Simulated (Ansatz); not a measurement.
Compare A (`CB(N)[SiH2]O`) with its isomer B (`BN[SiH2]OC`).

Computed with Ansatz on PBE0-D4/def2-TZVP structures; ΔE is electronic, products minus reactants. CCSD(T)/CBS adds triple-zeta CCSD(T) − MP2 to the extrapolated MP2 energy (def2 sets, frozen cores). Functionals use def2-TZVPP. B3LYP here is the variant with VWN-RPA as its local correlation; programs differ in this. Each species was taken in one conformer, which may not be the lowest.

A:

Z-matrix (Å, degrees):
```
C
B 1 1.572
H 1 1.095 2 114.0
H 1 1.096 2 110.2 3 121.4
H 1 1.095 2 111.1 3 -122.4
N 2 1.393 1 120.4 3 -3.7
Si 2 2.030 1 122.3 3 177.2
H 6 1.009 2 123.0 1 -1.1
H 6 1.006 2 123.6 1 179.6
O 7 1.663 2 113.7 1 -45.9
H 7 1.502 2 109.9 1 -169.9
H 7 1.490 2 111.9 1 71.8
H 10 0.958 7 116.6 2 -53.3
```

B:

```xyz
13

B    -1.201   -1.017    2.206
N    -0.511   -1.206    1.003
Si    0.541   -0.065    0.237
O    -0.194    0.471   -1.125
C     0.468    1.215   -2.121
H    -1.909   -1.886    2.628
H    -1.063    0.016    2.796
H    -0.655   -2.085    0.525
H     0.794    1.028    1.205
H     1.819   -0.722   -0.157
H     0.660    2.241   -1.789
H    -0.172    1.253   -3.004
H     1.422    0.756   -2.404
```

Task: Which is lower in electronic energy at CCSD(T)/CBS, and by how much? (An estimate is asked.)

Result: The calculation gave: A, by 4.2 kcal/mol.

Task: Give E(B) − E(A) in kcal/mol with B3LYP-D4, B3LYP, MP2/def2-TZVPP, B2PLYP, r2SCAN-D4, HF/def2-TZVPP, CCSD/def2-TZVPP. (Best estimate.)

Result: The calculation gave: B3LYP-D4 3.4, B3LYP 3.2, MP2/def2-TZVPP 3.4, B2PLYP 2.8, r2SCAN-D4 5.8, HF/def2-TZVPP -3.5, CCSD/def2-TZVPP 2.9. The order is the other way round with HF/def2-TZVPP.

Largest T1 diagnostic: 0.012.

In def2-TZVPP, CCSD(T) changes the Hartree–Fock value by +7.1 kcal/mol (the triples alone add +0.7 kcal/mol) and MP2 by +6.9 kcal/mol. From PBE to PBE0 (25 % exact exchange), in def2-TZVPP and without D4, E(B) − E(A) moves by −1.5 kcal/mol.
